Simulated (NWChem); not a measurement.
Atomisation of CH5BF2O

SMILES: CO.B(F)F
```xyz
10

B      0.6534    -0.5066     0.4496
H      1.8088    -0.8297     0.2433
F      0.4474     0.4500     1.4001
F     -0.2974    -1.4722     0.4255
C     -0.9901     0.9364    -1.0838
O      0.3089     0.3445    -0.9979
H     -1.1191     1.7106    -0.3144
H     -1.7018     0.1229    -0.9059
H     -1.1372     1.3488    -2.0910
H      1.0019     1.0062    -1.1239
```
Charge 0, spin multiplicity 1.

The numbers come from NWChem runs, not from measurements. The geometry was optimised at PBE0/def2-SVP, a minimum by its harmonic frequencies.

Basis set: def2-TZVP. The atomisation energy is electronic alone: no zero-point, thermal, spin-orbit or counterpoise terms. No value is extrapolated to the basis-set limit. Free atoms are single determinants with multiplicities B 2, H 2, F 2, C 3, O 3. Correlated methods freeze the same cores in atoms and molecule, 5 orbitals in all.

Relative cost: rough, from shared machines, SCF included, LDA (SVWN5) = 1. Costs are the molecule's.

B3LYP has NWChem's definition, with VWN1-RPA local correlation. The structure started from a generated list of species. No SCF solution was tested for a lower state. Open-shell Hartree-Fock references start from PBE0 orbitals; any time given for them includes that run.

```
method       atomisation energy (kcal/mol)  relative cost
-----------  -----------------------------  -------------
M06-2X                                 [?]        under 3
MP2                                  925.0        under 3
B3LYP                                923.8        under 3
TPSS                                   [?]        under 3
HF                                     [?]        under 3
PBE                                  944.9        under 3
LDA (SVWN5)                         1074.4              1
PBE0                                 924.8        under 3
r2SCAN                               933.2        under 3
```

Question: Complete the blanks.

Answer: 
- M06-2X, atomisation energy (kcal/mol): 937.0
- TPSS, atomisation energy (kcal/mol): 930.8
- HF, atomisation energy (kcal/mol): 690.7
